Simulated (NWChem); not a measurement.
# Atomisation of phosphorus nitride (NP)

```
N
P 1 1.4927
```
Charge 0, spin multiplicity 1.

The numbers come from NWChem runs, not from measurements. The geometry was optimised at B3LYP/def2-SVP, a minimum by its harmonic frequencies.

Basis set: def2-TZVP. The atomisation energy is electronic alone: no zero-point, thermal, spin-orbit or counterpoise terms. No value is extrapolated to the basis-set limit. Free atoms are single determinants with multiplicities N 4, P 4. Correlated methods freeze the same cores in atoms and molecule, 6 orbitals in all.

B3LYP has NWChem's definition, with VWN1-RPA local correlation. The stability of the SCF solutions was not checked. Open-shell Hartree-Fock references start from PBE0 orbitals.

Question: Order these methods by the atomisation energy they give, lowest first: M06-2X, PBE, LDA (SVWN5), PBE0, HF, MP2.

Answer: HF (38.8 kcal/mol), PBE0 (137.7 kcal/mol), M06-2X (143.0 kcal/mol), MP2 (145.5 kcal/mol), PBE (155.5 kcal/mol), LDA (SVWN5) (178.2 kcal/mol)
